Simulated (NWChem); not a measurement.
# aminoborane (BNH$_{4}$); SMILES NB

```xyz
6

B      0.0000     0.0000     0.7762
N      0.0000     0.0000    -0.6112
H      0.0000    -1.0575     1.3645
H      0.0000     1.0575     1.3645
H      0.0000     0.8464    -1.1658
H      0.0000    -0.8464    -1.1658
```
Atoms are numbered in this order, from 1.

Program: NWChem. Medium grid unless said otherwise, to which SCAN and Minnesota functionals are sensitive. The geometry was optimised at PBE0/def2-SVP. Total energies of different functionals are on different scales.

```tsv
level	energy (Ha)	highest occupied level (eV)	orbital gap (eV)	dipole (D)
B3LYP/def2-TZVP	-82.0813	-8.43	8.41	2.00
PBE/def2-TZVP	-81.9496	-7.34	6.58	2.10
BHandHLYP/def2-TZVP	-82.0239	-9.94	11.09	1.89
PW91/def2-TZVP	-82.0266	-7.38	6.57	2.10
TPSSh/def2-TZVP	-82.0793	-7.89	7.75	2.03
revPBE/def2-TZVP	-82.0431	-7.27	6.61	2.09
LC-wPBE (HJS exchange hole, range parameter 0.4 per bohr)/def2-TZVP	-82.0079	-11.64	14.07	1.97
M06/def2-TZVP	-82.0136	[?]	[?]	2.02
Hartree-Fock/def2-TZVP	-81.5270	-11.98	15.26	1.76
```

Problem. What belongs in the gaps?

Solution. 
- M06/def2-TZVP, highest occupied level (eV): -8.78
- M06/def2-TZVP, orbital gap (eV): 8.88
